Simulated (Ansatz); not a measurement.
`N[SiH]1[SiH2]S1` + HCl → `Cl[SiH]1[SiH2]S1` + NH₃  (ligand exchange at the Si–N bond)

Computed with Ansatz on PBE0-D4/def2-TZVP structures; ΔE is electronic, products minus reactants. CCSD(T)/CBS is the MP2 limit (def2-TZVPP, def2-QZVPP) plus CCSD(T) − MP2 in def2-TZVPP, frozen cores. This one scheme is used for every species. Functionals use def2-TZVPP. B3LYP here is the variant with VWN-RPA as its local correlation; programs differ in this. HSE06 is defined as in plane-wave codes. Each species was taken in one conformer, which may not be the lowest.

```json
{"level": "LDA (SPW92)", "ΔE (kJ/mol)": "-34.7", "difference from CCSD(T)/CBS": "5.3"}
{"level": "PBE-D4", "ΔE (kJ/mol)": "-43.3", "difference from CCSD(T)/CBS": "-3.3"}
{"level": "revPBE-D4", "ΔE (kJ/mol)": "-43.3", "difference from CCSD(T)/CBS": "-3.3"}
{"level": "BLYP-D4", "ΔE (kJ/mol)": "-40.6", "difference from CCSD(T)/CBS": "-0.6"}
{"level": "r2SCAN-D4", "ΔE (kJ/mol)": "-41.9", "difference from CCSD(T)/CBS": "-1.9"}
{"level": "B97M-V", "ΔE (kJ/mol)": "-43.4", "difference from CCSD(T)/CBS": "-3.4"}
{"level": "PBE0-D4", "ΔE (kJ/mol)": "-42.2", "difference from CCSD(T)/CBS": "-2.2"}
{"level": "B3LYP-D4", "ΔE (kJ/mol)": "-39.7", "difference from CCSD(T)/CBS": "0.3"}
{"level": "r2SCANh-D4", "ΔE (kJ/mol)": "-41.6", "difference from CCSD(T)/CBS": "-1.6"}
{"level": "r2SCAN0-D4", "ΔE (kJ/mol)": "-41.1", "difference from CCSD(T)/CBS": "-1.1"}
{"level": "HSE06-D4", "ΔE (kJ/mol)": "-42.4", "difference from CCSD(T)/CBS": "-2.4"}
{"level": "BHLYP-D4", "ΔE (kJ/mol)": "-39.3", "difference from CCSD(T)/CBS": "0.7"}
{"level": "CAM-B3LYP-D4", "ΔE (kJ/mol)": "-35.3", "difference from CCSD(T)/CBS": "4.7"}
{"level": "ωB97X-V", "ΔE (kJ/mol)": "-39.0", "difference from CCSD(T)/CBS": "1.0"}
{"level": "ωB97M-V", "ΔE (kJ/mol)": "-39.9", "difference from CCSD(T)/CBS": "0.1"}
{"level": "B2PLYP", "ΔE (kJ/mol)": "-39.3", "difference from CCSD(T)/CBS": "0.7"}
{"level": "PBE-QIDH", "ΔE (kJ/mol)": "-40.6", "difference from CCSD(T)/CBS": "-0.6"}
{"level": "PBE", "ΔE (kJ/mol)": "-43.3", "difference from CCSD(T)/CBS": "-3.3"}
{"level": "revPBE", "ΔE (kJ/mol)": "-45.7", "difference from CCSD(T)/CBS": "-5.7"}
{"level": "BLYP", "ΔE (kJ/mol)": "-40.7", "difference from CCSD(T)/CBS": "-0.7"}
{"level": "r2SCAN", "ΔE (kJ/mol)": "-42.1", "difference from CCSD(T)/CBS": "-2.1"}
{"level": "PBE0", "ΔE (kJ/mol)": "-42.1", "difference from CCSD(T)/CBS": "-2.1"}
{"level": "r2SCANh", "ΔE (kJ/mol)": "-41.8", "difference from CCSD(T)/CBS": "-1.8"}
{"level": "r2SCAN0", "ΔE (kJ/mol)": "-41.3", "difference from CCSD(T)/CBS": "-1.3"}
{"level": "HSE06", "ΔE (kJ/mol)": "-42.3", "difference from CCSD(T)/CBS": "-2.3"}
{"level": "BHLYP", "ΔE (kJ/mol)": "-37.8", "difference from CCSD(T)/CBS": "2.2"}
{"level": "CAM-B3LYP", "ΔE (kJ/mol)": "-35.0", "difference from CCSD(T)/CBS": "5.0"}
{"level": "HF/def2-SVP", "ΔE (kJ/mol)": "-35.9", "difference from CCSD(T)/CBS": "4.1"}
{"level": "MP2/def2-SVP", "ΔE (kJ/mol)": "-36.1", "difference from CCSD(T)/CBS": "3.9"}
{"level": "CCSD/def2-SVP", "ΔE (kJ/mol)": "-35.0", "difference from CCSD(T)/CBS": "5.0"}
{"level": "CCSD(T)/def2-SVP", "ΔE (kJ/mol)": "-35.5", "difference from CCSD(T)/CBS": "4.5"}
{"level": "HF/def2-TZVPP", "ΔE (kJ/mol)": "-37.5", "difference from CCSD(T)/CBS": "2.5"}
{"level": "MP2/def2-TZVPP", "ΔE (kJ/mol)": "-39.9", "difference from CCSD(T)/CBS": "0.1"}
{"level": "SCS-MP2/def2-TZVPP", "ΔE (kJ/mol)": "-38.2", "difference from CCSD(T)/CBS": "1.8"}
{"level": "CCSD/def2-TZVPP", "ΔE (kJ/mol)": "-35.7", "difference from CCSD(T)/CBS": "4.3"}
{"level": "CCSD(T)/def2-TZVPP", "ΔE (kJ/mol)": "-36.6", "difference from CCSD(T)/CBS": "3.4"}
{"level": "HF/def2-QZVPP", "ΔE (kJ/mol)": "-37.1", "difference from CCSD(T)/CBS": "2.9"}
{"level": "MP2/def2-QZVPP", "ΔE (kJ/mol)": "-41.7", "difference from CCSD(T)/CBS": "-1.7"}
{"level": "SCS-MP2/def2-QZVPP", "ΔE (kJ/mol)": "-39.9", "difference from CCSD(T)/CBS": "0.1"}
{"level": "HF/CBS(def2)", "ΔE (kJ/mol)": "-37.1", "difference from CCSD(T)/CBS": "2.9"}
{"level": "CCSD(T)/CBS", "ΔE (kJ/mol)": "-40.0", "difference from CCSD(T)/CBS": "0"}
```

(1) What do rigid-rotor, harmonic-oscillator terms from PBE0-D4/def2-TZVP frequencies (298.15 K, 1 bar) make of the CCSD(T)/CBS value? (Estimate.)

Largest T1 diagnostic among the species: 0.013.

## Answers

(1) Ansatz gave: ΔZPE = +8.5 kJ/mol, ΔH = -31.9 kJ/mol, ΔS = 3 J/(mol·K), ΔG = -32.8 kJ/mol.

At CCSD(T), def2-SVP lies +4.5 kJ/mol from the extrapolated value and def2-TZVPP +3.4 kJ/mol. Leaving LDA and LC-ωPBE aside and taking each functional with its dispersion term where it has one, the values spread over 8.2 kJ/mol, from B97M-V to CAM-B3LYP-D4. LDA lies +8.6 kJ/mol from PBE without D4.
